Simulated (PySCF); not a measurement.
# CeN: one state, many levels of theory

State: doublet, about 1.4 electrons in the 4f shell (Mulliken), real f orbitals that mix terms. Set-up: basis Ce x2c-SVPall, N x2c-SVPall; spin-free X2C with a Gaussian nucleus; PySCF 2.14. De refers to Ce (4f1 5d1 6s2) + N in their high-spin ground configurations, without counterpoise correction. The functionals are run spin-unrestricted. A positive dipole means Ce(−)N(+). Levels whose curve was spin-contaminated or gave no clean fit are not listed.

```
    Level  Re (Å)  ωe (cm⁻¹)  De (eV)  μ (D)  CPU s a point (SCF and correlation, without the integrals)
      UHF   1.751       1014      n/a  -8.46                                                         2.5
      PBE   1.766        932     7.18  -6.82                                                          13
   r²SCAN   1.753        945     6.35  -6.78                                                          34
     PBE0   1.750        980     6.22  -7.28                                                         8.5
  r²SCAN0   1.748        984     5.56  -7.39                                                          34
     MN15   1.743        996     5.71  -7.52                                                          11
CAM-B3LYP   1.746       1000     6.16  -7.66                                                          25
```

(1) What does the step from GGA to meta-GGA do here, going from PBE to r²SCAN?

(2) What does a quarter of exact exchange do here, going from r²SCAN to r²SCAN0?

These are scalar-relativistic numbers at best; spin–orbit coupling would shift them, the dissociation energy most. Counting both spins, an empty level lies below a filled one in some of these solutions, because spin and occupation are held. The state is the lowest single determinant that the PBE0 search found; with open d or f shells the true ground state can be another one.

The whole job (state search and all levels along the bond) took about 21 min on 2 threads of Arm Neoverse V2 (shared host), peak memory 4.6 GiB.

## Answers

(1) r²SCAN less PBE: -1.3 pm in Re, +1.4 % in ωe, -0.83 eV in De. 

(2) r²SCAN0 less r²SCAN: -0.5 pm in Re, +4.1 % in ωe, -0.79 eV in De. Exact exchange removes part of the self-interaction that spreads semilocal densities, and in most molecules shortens and stiffens the bond and lowers De; so it does here.
